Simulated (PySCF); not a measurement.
Calculated NMR data

[PySCF: geometry: GFN2-xTB; GIAO PBE0/pcSseg-1 shieldings; B3LYP/pcJ-1 coupling constants; non-relativistic; one conformer; no solvent model; rapidly exchanging positions averaged]

Referencing at the same level of theory: 1H, 13C vs TMS. Multiplet labels drop J under 1 Hz and among equivalent protons, and merge close values. Unscaled 3J(H,H) run several per cent high. Where no couplings were computed, multiplicities follow the n + 1 count of equivalent neighbours, and m marks all less simple cases (inequivalent or close neighbours, rings, F or P nearby). Shifts are as computed. Against solution values, carbons near 30 ppm lie about +3 ppm off and those near 130 ppm about +5 ppm. Of 1211 compounds with measured shifts, 218 miss one by over three times the rms of a fit or turn the order of signals round; such compounds aren't used in these exercises.

Compound 1 (C8H16N2). 1H NMR (500 MHz, computed): δ 6.44 (q, 1H), 2.24 (sept, 1H), 1.98 (q, 2H), 1.69 (d, 3H), 1.19 (d, 6H), 1.05 (t, 3H). 13C{1H} NMR (computed): δ 150.8 (C), 130.2 (CH), 36.9 (CH), 27.7 (CH2), 23.2 (CH3), 15.9 (CH3), 14.0 (CH3). Structure: `InChI=1S/C8H16N2/c1-5-8(7(3)4)10-9-6-2/h6-7H,5H2,1-4H3/b9-6-,10-8+`.

Compound 2 (C2H3NO). 1H NMR (500 MHz, computed): δ 9.31 (dd, J = 2.9, 1.9 Hz, 1H), 7.67 (dd, J = 17.7, 2.9 Hz, 1H), 7.38 (dd, J = 17.7, 1.9 Hz, 1H). 13C{1H} NMR (computed): δ 165.1, 146.4. Structure: `InChI=1S/C2H3NO/c1-3-2-4/h2H,1H2`.
